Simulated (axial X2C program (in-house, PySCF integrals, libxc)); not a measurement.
Outer orbitals of MnF at 1.836 Å, PBE0

Computed with an axial X2C code built on PySCF integrals. Spin-free means the one-electron spin-free X2C Hamiltonian; two-component (2c) means X2C with spin–orbit coupling and atomic mean-field two-electron Coulomb and Gaunt terms, so the difference of the two also holds small scalar two-electron terms. Basis: Mn dyall-cv3z [9s10p6d3f2g], F dyall-av3z [7s6p3d2f] (cores contracted in-house); Gaussian nuclei, density fitting, unrestricted open shells. Masses: Mn 54.938 u, F 18.998 u.

The distance is close to the 2c PBE0 minimum; the highest filled and lowest empty levels are listed.

Spin-free orbitals, state M_S = 3, Λ = 0 (beyond evenly filled blocks: 2 × σα, π+α, π-α, δ+α, δ-α) (Löwdin shares):

```csv
symmetry,occupied,ε (eV),atomic character
σα,yes,-30.47,"88% F s, 5% Mn d, 4% Mn p"
σβ,yes,-30.13,"88% F s, 5% Mn d, 4% Mn p"
σα,yes,-12.26,"55% F p, 41% Mn d"
π-α,yes,-11.44,"62% Mn d, 37% F p"
π+α,yes,-11.44,"62% Mn d, 37% F p"
δ-α,yes,-10.85,100% Mn d
δ+α,yes,-10.85,100% Mn d
σβ,yes,-10.83,"88% F p, 6% Mn d, 2% Mn s"
π-β,yes,-10.00,"92% F p, 6% Mn d"
π+β,yes,-10.00,"92% F p, 6% Mn d"
π-α,yes,-9.25,"58% F p, 38% Mn d, 3% Mn p"
π+α,yes,-9.25,"58% F p, 38% Mn d, 3% Mn p"
σα,yes,-9.09,"52% Mn d, 33% F p, 13% Mn s"
σα,yes,-5.83,"59% Mn s, 23% Mn p, 11% F p"
σβ,no,-2.25,"67% Mn s, 18% Mn d, 7% F p"
δ+β,no,-1.22,100% Mn d
δ-β,no,-1.22,100% Mn d
π-α,no,-1.04,"90% Mn p, 6% F p, 3% Mn d"
π+α,no,-1.04,"90% Mn p, 6% F p, 3% Mn d"
```

Spinors with spin–orbit coupling (state Ω = 3):

| ω | occupied | ε (eV) | atomic character | λ mixture |
| --- | --- | --- | --- | --- |
| 1/2 | yes | -30.48 | 88% F s, 5% Mn d, 4% Mn p | 100% σ |
| -1/2 | yes | -30.14 | 88% F s, 5% Mn d, 4% Mn p | 100% σ |
| 1/2 | yes | -12.26 | 55% F p, 41% Mn d | 100% σ |
| -1/2 | yes | -11.46 | 62% Mn d, 36% F p | 100% π |
| 3/2 | yes | -11.42 | 62% Mn d, 37% F p | 100% π |
| -3/2 | yes | -10.89 | 100% Mn d | 100% δ |
| -1/2 | yes | -10.83 | 88% F p, 7% Mn d, 2% Mn s | 100% σ |
| 5/2 | yes | -10.81 | 100% Mn d | 100% δ |
| 1/2 | yes | -10.02 | 92% F p, 6% Mn d | 100% π |
| -3/2 | yes | -9.98 | 92% F p, 6% Mn d | 100% π |
| -1/2 | yes | -9.27 | 59% F p, 38% Mn d, 3% Mn p | 100% π |
| 3/2 | yes | -9.23 | 59% F p, 38% Mn d, 3% Mn p | 100% π |
| 1/2 | yes | -9.09 | 52% Mn d, 34% F p, 13% Mn s | 100% σ |
| 1/2 | yes | -5.83 | 58% Mn s, 23% Mn p, 11% F p | 100% σ |
| -1/2 | no | -2.26 | 67% Mn s, 18% Mn d, 7% F p | 100% σ |
| 3/2 | no | -1.25 | 100% Mn d | 100% δ |
| -5/2 | no | -1.19 | 100% Mn d | 100% δ |
| -1/2 | no | -1.05 | 90% Mn p, 6% F p, 3% Mn d | 100% π |

Mulliken charges and populations of the two-component result (they depend on the basis, above all on diffuse functions):

Mn 0.73 e (s 6.91 p 12.24 d 5.11), F -0.73 e (s 4.01 p 5.71 d 0.01). ⟨Lz⟩ = 0.00 ħ and ⟨Sz⟩ = 3.00 ħ (2.96 and 0.04 on the two atoms), which add up to Ω.

One determinant describes the state; a PBE0 search over occupations chose it and may have missed a lower one. Density functionals use the spin component along the axis (collinear). Other states lie close and PBE0, whose exact exchange favours high spin, may order them wrongly; the determinant shown need not be the ground state. The nearest other spin-free determinant of the search, M_S = 2, Λ = 0, lies 0.69 eV up at the distance of the search. With several unpaired electrons one determinant need not be a pure state. Open-shell Ω = 0 determinants with evenly filled partner blocks cannot be reached by this program, so the Ω shown need not be the lowest component.
